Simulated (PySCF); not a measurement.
# TDDFT excited states: C6H8F2

Compound: C6H8F2.
Atom-mapped SMILES: `[CH:1]#[C:2][C@@H:3]([F:4])[C@H:5]([CH3:6])[CH2:7][F:8]` (hydrogens: H9 on C1; H10 on C3; H11 on C5; H12, H13, H14 on C6; H15, H16 on C7)

Level of theory: TDDFT PBE0/def2-SVPD, vertical, gas phase, core orbitals frozen in the response (PySCF 2.14.0, density-fitted response routines). Geometry: GFN2-xTB, one conformer, isolated molecule. Torsions of this conformer, `[CH:1]#[C:2][C@@H:3]([F:4])[C@H:5]([CH3:6])[CH2:7][F:8]`: C2–C3–C5–C6 -65°, C3–C5–C7–F8 -67°.

Problem. Predict the UV-vis stick spectrum at this level.

Solution. 

| state | E (eV) | λ (nm) | f | main configurations (H = HOMO, L = LUMO) |
| --- | --- | --- | --- | --- |
| S1 | 6.27 | 197.7 | 0.0007 | H→L (90%) |
| S2 | 6.88 | 180.2 | 0.0022 | H-1→L (53%), H→L+1 (21%), H→L+2 (19%) |
| S3 | 7.20 | 172.1 | 0.0004 | H-1→L+1 (49%), H-1→L+2 (44%) |
| S4 | 7.84 | 158.1 | 0.025 | H→L+2 (46%), H→L+1 (41%) |
| S5 | 8.17 | 151.7 | 0.065 | H-1→L+2 (41%), H-1→L+1 (36%), H-1→L (9%) |
| S6 | 8.40 | 147.6 | 0.024 | H-3→L (51%), H→L+3 (28%), H-4→L (10%) |
| S7 | 8.42 | 147.2 | 0.042 | H-2→L (79%) |
| S8 | 8.52 | 145.5 | 0.044 | H→L+4 (66%), H→L+1 (14%) |

Triplets, Tamm–Dancoff:

```
state  E (eV)  λ (nm)  main configurations (H = HOMO, L = LUMO)
   T1    5.29   234.4     H-1→L (61%), H→L+1 (12%), H→L+2 (10%)
   T2    5.68   218.2                                 H→L (74%)
   T3    5.89   210.3     H→L+1 (34%), H→L+2 (31%), H-1→L (23%)
```

The lowest singlet lies at 6.27 eV (198 nm, vacuum ultraviolet) and is very weak; its leading configuration is HOMO→LUMO (90%). The most intense listed level is S5 at 8.17 eV (152 nm, f = 0.065), 1.90 eV above S1. Löwdin shares by element: HOMO carbon 85% or more (atoms not listed hold the other 15%); LUMO carbon 62% or more, fluorine 11% or more (atoms not listed hold the other 28%). The listed states span 2.25 eV, and the widest gap between neighbours is 0.64 eV (S3 to S4). Weighted by f, the mean energy of these states is 8.26 eV. Of the 8 states listed, 5 reach f = 0.01 and 1 stays under 0.0005. No computed singlet lies in the visible range (380 to 750 nm); the lowest, at 198 nm, stands 3.01 eV above its violet end (3.26 eV). The window holds the lowest 8 singlets.

Time: 51 s of wall time. Hardware: an Arm Neoverse V1 with one thread, no GPU, on a shared host.
